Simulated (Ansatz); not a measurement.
Compare A (`C=[C]([GaH2])OC`) with its isomer B (`C=[C](O)[GaH][CH3]`).

Computed with Ansatz on PBE0-D4/def2-TZVP structures; ΔE is electronic, products minus reactants. CCSD(T)/CBS is the MP2 limit (def2-TZVPP, def2-QZVPP) plus CCSD(T) − MP2 in def2-TZVPP, frozen cores. Functionals use def2-TZVPP. B3LYP here is the variant with VWN-RPA as its local correlation; programs differ in this. For Ga outer-core shells are correlated without core-valence functions, which leaves a few kJ/mol of doubt a bond. Scalar relativity is left out up to krypton. One conformer a species, not always the lowest.

A:

Z-matrix (Å, degrees):
```
C
O 1 1.409
H 1 1.096 2 111.1
H 1 1.096 2 111.1 3 -121.4
H 1 1.089 2 106.6 3 119.3
C 2 1.356 1 117.2 3 60.7
Ga 6 1.965 2 115.2 1 -179.9
C 6 1.341 2 125.0 1 0.1
H 7 1.569 6 116.3 2 179.9
H 7 1.566 6 121.2 2 -0.1
H 8 1.082 6 118.8 2 -180.0
H 8 1.085 6 124.4 2 0.0
```

B:

```xyz
12

C     1.8363    1.2801    0.4417
C     0.8107    0.4358    0.5868
O     0.5200   -0.1884    1.7629
Ga   -0.3885    0.0212   -0.9238
C    -1.8862   -1.2270   -0.7138
H     2.5146    1.5277    1.2586
H     2.0234    1.7506   -0.5146
H     1.1590    0.0781    2.4364
H    -0.0479    0.7503   -2.2743
H    -1.7225   -2.1143   -1.3319
H    -2.8202   -0.7711   -1.0517
H    -1.9989   -1.5428    0.3237
```

Problem. Which is lower in electronic energy at CCSD(T)/CBS, and by how much? (Best estimate.)

Solution. Computed: B, by 19.1 kcal/mol.

Problem. Give E(B) − E(A) in kcal/mol with B3LYP-D4, PBE0-D4, LDA (SPW92), CCSD(T)/def2-TZVPP, BLYP-D4, PBE-D4, HF/def2-TZVPP. (Best estimate.)

Solution. The calculation gave: B3LYP-D4 -16.8, PBE0-D4 -18.0, LDA (SPW92) -16.4, CCSD(T)/def2-TZVPP -18.2, BLYP-D4 -16.4, PBE-D4 -17.7, HF/def2-TZVPP -15.7. None reverses the order clearly.

Problem. Does the order hold for the free energy at 298.15 K (harmonic terms from PBE0-D4)? (Best estimate.)

Solution. Computed: Yes: G(B) − G(A) = -20.2 kcal/mol, for one conformer each. Modes under 60 cm⁻¹, often nearly free rotors, make the harmonic entropy too high.

Largest T1 diagnostic: 0.013.

Leaving LDA and LC-ωPBE aside and taking each functional with its dispersion term where it has one, the values, not all of them listed here, spread over 3.0 kcal/mol, from PBE-QIDH to B97M-V. LDA lies +1.6 kcal/mol from PBE without D4. In def2-TZVPP, CCSD(T) changes the Hartree–Fock value by −2.5 kcal/mol (the triples alone add +0.0 kcal/mol) and MP2 by −3.8 kcal/mol.
